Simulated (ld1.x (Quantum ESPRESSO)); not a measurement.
**lanthanum (La), TM: configuration errors across variants**

| Item | Value |
| --- | --- |
| Element | lanthanum |
| Generator | ld1.x (Quantum ESPRESSO) 7.5 |
| Type | norm-conserving Troullier–Martins (Kleinman–Bylander form) |
| Functional | PBEsol |
| Relativity | fully relativistic |
| Frozen core | [Kr] 4d10 |
| Valence charge | 11 |
| Reference configuration | 4f0 5s2 5p6 5d1 6s2 6p0 |
| Partial waves | 5s (bound): rc 2.40 bohr; 5p (bound): rc 2.60 bohr; 5d (bound): rc 2.55 bohr; 4f (bound, empty): rc 1.10 bohr |
| Local potential | all-electron potential smoothed inside 2.15 bohr (lloc = -1) |
| Core correction | none |

Open shells are filled in proportion to 2j + 1 (rel_dist='average').

Occupied shells without a wave of their own: 6s. They enter only through the test configuration that unscreens the potential.

All-electron excitation energies from the reference (eV): (1) 4f0 5s2 5p6 5d1 6s1 6p0 5.999; (2) 4f0 5s2 5p6 5d1 6s0 6p0 16.845; (3) 4f0 5s2 5p6 5d0 6s0 6p0 35.741; (4) 4f0 5s2 5p6 5d1 6s1 6p1 2.400; (5) 4f0 5s2 5p6 5d0 6s2 6p1 2.313; (6) 4f0 5s2 5p6 5d0 6s2 6p0 6.398.

For the base: The 6s level has no wave, so the channel is fitted at the deeper level alone: the likely source of the large errors.

On the changes marked as counting shells twice: ld1.x takes every shell without a wave as core, so the model core holds the marked electrons as well and exchange and correlation see them twice. This cancels in the reference configuration, but the file is broken for other ones, and its errors say nothing about a proper core correction.

Tests that are not counted but printed errors over 1 eV. “base”: 4f1 5s2 5p6 5d0 6s2 6p0 (all-electron atom not converged, printed error -39.3 eV). “local potential the s channel”: 4f1 5s2 5p6 5d0 6s2 6p0 (all-electron atom not converged, printed error -61.1 eV). “core correction a·sin(br)/r model core inside 0.96 bohr (6s counted twice)”: 4f1 5s2 5p6 5d0 6s2 6p0 (all-electron atom not converged, printed error -39.6 eV). “wave 5d (bound): rc 2.55 bohr becomes 5d (bound): rc 3.26 bohr”: 4f1 5s2 5p6 5d0 6s2 6p0 (all-electron atom not converged, printed error -39.3 eV). “wave 5p (bound): rc 2.60 bohr becomes 5p (bound): rc 3.16 bohr”: 4f1 5s2 5p6 5d0 6s2 6p0 (all-electron atom not converged, printed error -39.3 eV).

4 further variants failed, have other tests or another functional or relativity, and are left out.

The file “base” misses its own reference levels by 0.5 eV. The file “local potential the s channel” misses its own reference levels by 9.4 eV. The file “core correction a·sin(br)/r model core inside 0.96 bohr (6s counted twice)” misses its own reference levels by 0.5 eV. The file “wave 5d (bound): rc 2.55 bohr becomes 5d (bound): rc 3.26 bohr” misses its own reference levels by 0.5 eV. The file “wave 5p (bound): rc 2.60 bohr becomes 5p (bound): rc 3.16 bohr” misses its own reference levels by 0.5 eV. The file “wave 4f (bound): rc 1.10 bohr becomes 4f (bound): rc 1.06 bohr” misses its own reference levels by 0.5 eV.

Errors AE − PS in meV (a dash: test not solved or not reliable):

```csv
change,(1),(2),(3),(4),(5),(6),bound ghosts
base,-712,-2034,-2949,-542,+87,+25,not determined
local potential the s channel,+16098,+14255,+13088,+10397,+17736,+17186,not determined
core correction a·sin(br)/r model core inside 0.96 bohr (6s counted twice),-861,-2711,-3943,-582,+44,-44,not determined
wave 5d (bound): rc 2.55 bohr becomes 5d (bound): rc 3.26 bohr,-712,-2034,-2949,-542,+87,+25,not determined
wave 5p (bound): rc 2.60 bohr becomes 5p (bound): rc 3.16 bohr,-712,-2030,-2935,-512,+123,+25,none
wave 4f (bound): rc 1.10 bohr becomes 4f (bound): rc 1.06 bohr,-712,-2034,-2949,-542,+87,+25,not determined
wave 5s (bound): rc 2.40 bohr becomes 5s (bound): rc 1.90 bohr,-94,-254,-365,-34,+59,+3.6,not determined
```

Problem. Give the same row for: all radii scaled by about 1.04 (s 2.50, p 2.70, d 2.66, f 1.14 bohr); local potential all-electron potential smoothed inside 2.24 bohr (lloc = -1).

Solution. -515, -1442, -2085, -383, +71, +17; bound ghosts: not determined. Not counted: 4f1 5s2 5p6 5d0 6s2 6p0 (all-electron atom not converged, printed error -39.4 eV).
